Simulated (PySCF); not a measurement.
**Electron correlation in Zn²⁺ (zinc, charge +2)**

[Ar] 3d9 4p1, one real determinant (an excited configuration). All numbers are calculated (PySCF 2.14, scalar relativity through the core potential, in aug-cc-pVDZ-PP with ECP10MDF). Frozen: 3s2 3p6; 10 electrons correlated.

```tsv
level	correlation energy (mhartree)
CCSD	-287.42
(T)	-4.65
CCSD(T)	-292.07
```

Diagnostics: T1 = 0.0075, D1 = 0.0212, largest double amplitude 0.047.

Q: Is a single reference adequate?

A: Yes: T1 lies below 0.03 and no double amplitude reaches 0.07.

The reference is one real determinant that mixes LS terms of this configuration.
